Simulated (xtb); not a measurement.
F₄S, charge -1, doublet, from a rough starting geometry (a state made from the parent by changing its charge; the spin is typed, not shown lowest); GFN2-xTB (xtb 6.7.1).

xtb was given this input:
```
$ xtb mol.xyz --gfn 2 --chrg -1 --uhf 1 --opt vtight --json

# file mol.xyz
5

F     -0.11962275     1.67990032    -0.38591158
S      0.00047418    -0.01399531    -0.00475871
F     -1.47732563    -0.82985945    -0.54631788
F      0.24667391    -0.23241113     1.74911231
F      1.34891952    -0.69865429    -0.84689958
```

Output, abridged:

```
   ID    Z sym.   atoms
    1    9 F      1, 3-5
    2   16 S      2

           -------------------------------------------------
          |                Calculation Setup                |
           -------------------------------------------------

           -------------------------------------------------
          |                 G F N 2 - x T B                 |
           -------------------------------------------------

          ...................................................
          :                      SETUP                      :
          :.................................................:
          :  # basis functions                  26          :
          :  # atomic orbitals                  25          :
          :  # shells                           11          :
          :  # electrons                        35          :
          :  max. iterations                   250          :
          :  Hamiltonian                  GFN2-xTB          :
          :  restarted?                      false          :
          :  GBSA solvation                  false          :
          :  PC potential                    false          :
          :  electronic temp.          300.0000000     K    :
          :  accuracy                    1.0000000          :
          :  -> integral cutoff          0.2500000E+02      :
          :  -> integral neglect         0.1000000E-07      :
          :  -> SCF convergence          0.1000000E-05 Eh   :
          :  -> wf. convergence          0.1000000E-03 e    :
          :  Broyden damping             0.4000000          :
          :  net charge                         -1          :
          :  unpaired electrons                  1          :
          ...................................................

 iter      E             dE          RMSdq      gap      omega  full diag
   1    -22.3458196 -0.223458E+02  0.877E+00    0.02       0.0  T
   2    -22.3483829 -0.256332E-02  0.506E+00    0.05       1.0  T
   3    -22.3484029 -0.200189E-04  0.417E+00    0.08       1.0  T
   4    -22.3516868 -0.328390E-02  0.134E+00    0.01       1.0  T
   5    -22.3522183 -0.531447E-03  0.577E-01    0.02       1.0  T
   6    -22.3523315 -0.113251E-03  0.240E-01    0.02       1.0  T
   7    -22.3523254  0.612021E-05  0.295E-01    0.02       1.0  T
   8    -22.3523440 -0.186436E-04  0.542E-02    0.02       1.0  T
   9    -22.3523439  0.136164E-06  0.574E-02    0.02       1.0  T
[...]
 * total energy  :   -22.4637409 Eh     change       -0.5113595E-03 Eh
 * total energy  :   -22.4638025 Eh     change       -0.6160018E-04 Eh
 * total energy  :   -22.4639152 Eh     change       -0.1126407E-03 Eh
 * total energy  :   -22.4640489 Eh     change       -0.1337289E-03 Eh
 * total energy  :   -22.4641121 Eh     change       -0.6325177E-04 Eh
 * total energy  :   -22.4641207 Eh     change       -0.8563749E-05 Eh
 * total energy  :   -22.4641233 Eh     change       -0.2565148E-05 Eh
 * total energy  :   -22.4641239 Eh     change       -0.5826901E-06 Eh
 * total energy  :   -22.4641241 Eh     change       -0.2626004E-06 Eh
 * total energy  :   -22.4641247 Eh     change       -0.5739584E-06 Eh
 * total energy  :   -22.4641250 Eh     change       -0.2614646E-06 Eh
 * total energy  :   -22.4641250 Eh     change       -0.3168335E-07 Eh
   *** GEOMETRY OPTIMIZATION CONVERGED AFTER 21 ITERATIONS ***
         :: total energy             -22.464124986818 Eh    ::
[...]
        24                          0.3718963              10.1198
        25                          0.8598687              23.3982
      -------------------------------------------------------------
                  HL-Gap            0.2356022 Eh            6.4111 eV
             Fermi-level           -0.1066713 Eh           -2.9027 eV

     #   Z          covCN         q      C6AA      α(0)
     1   9 F        0.773    -0.515    15.062     4.584
     2  16 S        3.092     1.060   104.951    17.242
     3   9 F        0.773    -0.515    15.062     4.584
     4   9 F        0.773    -0.515    15.060     4.584
     5   9 F        0.773    -0.515    15.060     4.584

 Mol. C6AA /au·bohr⁶  :        645.871434
 Mol. C8AA /au·bohr⁸  :      17949.449267
 Mol. α(0) /au        :         35.578393

Wiberg/Mayer (AO) data.
largest (>0.10) Wiberg bond orders for each atom

 ---------------------------------------------------------------------------
     #   Z sym  total        # sym  WBO       # sym  WBO       # sym  WBO
 ---------------------------------------------------------------------------
     1   9 F    0.826 --     2 S    0.770
     2  16 S    3.082 --     4 F    0.771     5 F    0.771     1 F    0.770
                             3 F    0.770
     3   9 F    0.826 --     2 S    0.770
     4   9 F    0.826 --     2 S    0.771
     5   9 F    0.826 --     2 S    0.771
 ---------------------------------------------------------------------------

Topologies differ in total number of bonds
Writing topology from bond orders to xtbtopo.mol

molecular dipole:
                 x           y           z       tot (Debye)
 q only:        0.001       0.036       0.013
   full:        0.001       0.036       0.013       0.097
molecular quadrupole (traceless):
                xx          xy          yy          xz          yz          zz
 q only:        0.983       5.502      -1.442      -6.577      -5.288       0.459
  q+dip:        1.116       6.246      -1.637      -7.468      -6.003       0.521
   full:        1.081       6.054      -1.586      -7.237      -5.818       0.505

optimized geometry written to: xtbopt.xyz

           -------------------------------------------------
          | TOTAL ENERGY              -22.464124986818 Eh   |
          | GRADIENT NORM               0.000038025280 Eh/α |
          | HOMO-LUMO GAP               6.411061618183 eV   |
           -------------------------------------------------

normal termination of xtb
```
